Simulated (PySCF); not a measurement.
CH3AlF2O. Atoms are numbered in the order given.

```xyz
8

Al     0.0116    -0.5254     0.0000
F      1.1272    -1.7416     0.0000
F     -1.5907    -0.9357     0.0000
O      0.5316     1.0633     0.0000
C      0.0188     2.3664     0.0000
H      0.3707     2.9154    -0.8910
H      0.3707     2.9154     0.8910
H     -1.0866     2.3906     0.0000
```

Geometry: B3LYP-D3(BJ)/def2-SVP. One conformer was computed; it need not be the lowest.

Level of theory: IEF-PCM-M06-2X/def2-SVP in PySCF.

The values are the electrostatic part of the solvation free energy, E(continuum) − E(gas) at the gas-phase geometry, in a cavity of scaled van der Waals radii (PySCF's table); cavitation and dispersion terms are not included. A continuum can't describe solvent molecules that bind to the metal. In vacuum the orbital gap is 9.93 eV. The dipole moment in vacuum is 2.29 D.

Computed values in water (ε = 78.36), dimethylsulfoxide (ε = 46.83), tetrahydrofuran (ε = 7.43):
```tsv
solvent	ε	ΔG(elec) (kcal/mol)	dipole (D)	gap (eV)
water	78.36	-8.1	2.51	9.96
dimethylsulfoxide	46.83	-7.9	2.51	9.95
tetrahydrofuran	7.43	-6.6	2.48	9.94
```
